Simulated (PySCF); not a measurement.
# H$_{3}$Al, SMILES `[AlH3]` (charge 0, multiplicity 1)

Level of theory: r2SCAN-D4/def2-TZVP (PySCF 2.14.0).

| Property | Result |
|---|---|
| HOMO | -7.62 eV |
| dipole moment | 0.01 D |
| HOMO–LUMO gap | 5.49 eV |
| LUMO | -2.13 eV |
| total energy | -244.1675 Ha |
| cost | roughly 60 core-seconds |

```xyz
4

Al     0.0001     0.0000    -0.0010
H      1.5833    -0.0576     0.0014
H     -0.8415    -1.3423     0.0002
H     -0.7419     1.3999    -0.0006
```
Charge 0, spin multiplicity 1.
